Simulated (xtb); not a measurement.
C5H4N, charge -1, singlet, at a GFN2-xTB geometry; GFN2-xTB run with xtb.

Input for xtb:
```
$ xtb coord --gfn 2 --chrg -1 --json

# file coord
$coord
     -0.0190695854       0.0820235435       2.6891582076  n
      0.0198816952       0.0704455128      -2.5482486816  c
      0.0179878494       2.4020618496       1.5241634813  c
     -0.0352647272      -2.0391904220       1.3847876759  c
     -0.0177493471      -2.2020014392      -1.2284609893  c
      0.0367550030       2.2862337702      -1.1798417376  c
      0.0352075441       0.0586419433      -4.6208400128  h
     -0.0650778214      -3.7954002338       2.5026643489  h
     -0.0327458357      -4.0204638185      -2.1975753038  h
      0.0664403139       4.0777618075      -2.2227548839  h
$end
```

Q: Write the output that xtb gives for this input, abridged.

A: 
```
   ID    Z sym.   atoms
    1    7 n      1
    2    6 c      2-6
    3    1 h      7-10

           -------------------------------------------------
          |                Calculation Setup                |
           -------------------------------------------------

           -------------------------------------------------
          |                 G F N 2 - x T B                 |
           -------------------------------------------------

          ...................................................
          :                      SETUP                      :
          :.................................................:
          :  # basis functions                  28          :
          :  # atomic orbitals                  28          :
          :  # shells                           16          :
          :  # electrons                        30          :
          :  max. iterations                   250          :
          :  Hamiltonian                  GFN2-xTB          :
          :  restarted?                      false          :
          :  GBSA solvation                  false          :
          :  PC potential                    false          :
          :  electronic temp.          300.0000000     K    :
          :  accuracy                    1.0000000          :
          :  -> integral cutoff          0.2500000E+02      :
          :  -> integral neglect         0.1000000E-07      :
          :  -> SCF convergence          0.1000000E-05 Eh   :
          :  -> wf. convergence          0.1000000E-03 e    :
          :  Broyden damping             0.4000000          :
          :  net charge                         -1          :
          :  unpaired electrons                  0          :
          ...................................................

 iter      E             dE          RMSdq      gap      omega  full diag
   1    -15.9006564 -0.159007E+02  0.572E+00    2.84       0.0  T
   2    -15.9563439 -0.556876E-01  0.409E+00    0.75       1.0  T
   3    -15.9836262 -0.272823E-01  0.217E+00    2.05       1.0  T
   4    -15.9900830 -0.645682E-02  0.478E-01    1.83       1.0  T
   5    -15.9919352 -0.185221E-02  0.176E-01    1.78       1.0  T
   6    -15.9919892 -0.539674E-04  0.858E-02    1.77       1.0  T
   7    -15.9920026 -0.133981E-04  0.453E-02    1.78       1.0  T
   8    -15.9920058 -0.319052E-05  0.144E-02    1.79       2.2  T
   9    -15.9920069 -0.107611E-05  0.500E-03    1.79       6.3  T
  10    -15.9920069 -0.835114E-07  0.214E-03    1.79      14.8  T
  11    -15.9920069 -0.918288E-08  0.492E-04    1.79      64.3  T
  12    -15.9920070 -0.168619E-08  0.216E-04    1.79     146.2  T

   *** convergence criteria satisfied after 12 iterations ***

         :::::::::::::::::::::::::::::::::::::::::::::::::::::
         ::                     SUMMARY                     ::
         :::::::::::::::::::::::::::::::::::::::::::::::::::::
         :: total energy             -15.748492235849 Eh    ::
         :: gradient norm              0.000038568394 Eh/a0 ::
         :: HOMO-LUMO gap              1.790968465678 eV    ::
         ::.................................................::
         :: SCC energy               -15.992004001616 Eh    ::
         :: -> isotropic ES            0.125210811900 Eh    ::
         :: -> anisotropic ES          0.010145507827 Eh    ::
         :: -> anisotropic XC          0.013076685246 Eh    ::
         :: -> dispersion             -0.008144899761 Eh    ::
         :: repulsion energy           0.243511765767 Eh    ::
         :: add. restraining           0.000000000000 Eh    ::
         :: total charge              -1.000000000000 e     ::
         :::::::::::::::::::::::::::::::::::::::::::::::::::::

           -------------------------------------------------
          |                Property Printout                |
           -------------------------------------------------

    * Orbital Energies and Occupations

[...]
        15        2.0000           -0.0815881              -2.2201 (HOMO)
        16                         -0.0157712              -0.4292 (LUMO)
        17                          0.0027423               0.0746
        18                          0.1211042               3.2954
        19                          0.2939104               7.9977
        20                          0.3194465               8.6926
        21                          0.3394574               9.2371
        22                          0.3708418              10.0911
        23                          0.4822529              13.1228
        24                          0.5461265              14.8609
        25                          0.5882606              16.0074
        26                          0.6630436              18.0423
       ...                                ...                  ...
        28                          0.8264812              22.4897
      -------------------------------------------------------------
                  HL-Gap            0.0658169 Eh            1.7910 eV
             Fermi-level           -0.0496123 Eh           -1.3500 eV

     #   Z          covCN         q      C6AA      α(0)
     1   7 n        1.838    -0.325    29.288     8.020
     2   6 c        2.916    -0.040    28.996     8.830
     3   6 c        1.925    -0.244    38.385    10.005
     4   6 c        2.871     0.051    26.849     8.494
     5   6 c        2.914    -0.080    30.004     8.982
     6   6 c        2.918    -0.050    29.242     8.868
     7   1 h        0.924    -0.077     4.832     3.438
     8   1 h        0.923    -0.079     4.883     3.456
     9   1 h        0.924    -0.073     4.691     3.387
    10   1 h        0.924    -0.082     4.981     3.490

 Mol. C6AA /au·bohr⁶  :       1750.269744
 Mol. C8AA /au·bohr⁸  :      41857.944761
 Mol. α(0) /au        :         66.970127

Wiberg/Mayer (AO) data.
largest (>0.10) Wiberg bond orders for each atom

 ---------------------------------------------------------------------------
     #   Z sym  total        # sym  WBO       # sym  WBO       # sym  WBO
 ---------------------------------------------------------------------------
     1   7 n    3.019 --     4 c    1.480     3 c    1.340
     2   6 c    3.980 --     6 c    1.502     5 c    1.392     7 h    0.960
     3   6 c    2.862 --     1 n    1.340     6 c    1.314     5 c    0.123
     4   6 c    3.983 --     1 n    1.480     5 c    1.415     8 h    0.952
                             6 c    0.103
     5   6 c    3.971 --     4 c    1.415     2 c    1.392     9 h    0.965
                             3 c    0.123
     6   6 c    3.954 --     2 c    1.502     3 c    1.314    10 h    0.964
                             4 c    0.103
     7   1 h    0.994 --     2 c    0.960
     8   1 h    0.994 --     4 c    0.952
     9   1 h    0.995 --     5 c    0.965
    10   1 h    0.993 --     6 c    0.964
 ---------------------------------------------------------------------------

Topologies differ in total number of bonds
Writing topology from bond orders to xtbtopo.mol

molecular dipole:
                 x           y           z       tot (Debye)
 q only:       -0.002      -0.406      -0.414
   full:       -0.003      -1.122      -1.370       4.501
molecular quadrupole (traceless):
                xx          xy          yy          xz          yz          zz
 q only:        5.853      -0.098      -2.441       0.064      -0.461      -3.413
  q+dip:        4.788      -0.055      -1.766       0.016      -3.422      -3.022
   full:        7.265      -0.095      -2.784       0.042      -3.730      -4.481

           -------------------------------------------------
          | TOTAL ENERGY              -15.748492235849 Eh   |
          | GRADIENT NORM               0.000038568394 Eh/α |
          | HOMO-LUMO GAP               1.790968465678 eV   |
           -------------------------------------------------

normal termination of xtb
```
